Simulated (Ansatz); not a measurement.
Consider the formal exchange of groups at a C–Br bond: `BrCI` + `FC[SiH3]` → `FC[SiH2]CI` + HBr.

Isolated molecules relaxed with PBE0-D4/def2-TZVP in Ansatz; ΔE leaves out vibrations. CCSD(T)/CBS is the MP2 limit (def2-TZVPP, def2-QZVPP) plus CCSD(T) − MP2 in def2-TZVPP, frozen cores. Functionals use def2-TZVPP. B3LYP here is the variant with VWN-RPA as its local correlation; programs differ in this. Elements past krypton have def2 core potentials. For Br, I outer-core shells are correlated without core-valence functions, which leaves a few kJ/mol of doubt a bond. Scalar relativity is left out up to krypton. Each species was taken in one conformer, which may not be the lowest.

```
             level  ΔE (kJ/mol)  difference from CCSD(T)/CBS
         r2SCAN-D4        -73.9                          1.7
           PBE0-D4        -74.1                          1.5
           ωB97X-V        -72.8                          2.8
           ωB97M-V        -76.1                         -0.5
            B2PLYP        -67.7                          7.9
               PBE        -64.1                         11.5
            r2SCAN        -72.3                          3.3
              PBE0        -69.8                          5.8
             B3LYP        -63.2                         12.4
    MP2/def2-TZVPP        -74.1                          1.5
CCSD(T)/def2-TZVPP        -74.6                          1.0
    MP2/def2-QZVPP        -74.6                          1.0
SCS-MP2/def2-QZVPP        -70.0                          5.6
      HF/CBS(def2)        -68.5                          7.1
     MP2/CBS(def2)        -75.1                          0.5
    CCSD/CBS(def2)        -75.7                         -0.1
       CCSD(T)/CBS        -75.6                            0
```

Largest T1 diagnostic among the species: 0.011.

The D4 term adds −7.0 kJ/mol with B3LYP and −4.3 kJ/mol with PBE0; it sums over pairs of atoms, weighted by their polarisabilities, and B3LYP, whose exchange is more repulsive, gets the larger term. In def2-TZVPP, CCSD(T) changes the Hartree–Fock value by −6.0 kJ/mol (the triples alone add +0.2 kJ/mol) and MP2 by −5.5 kJ/mol.
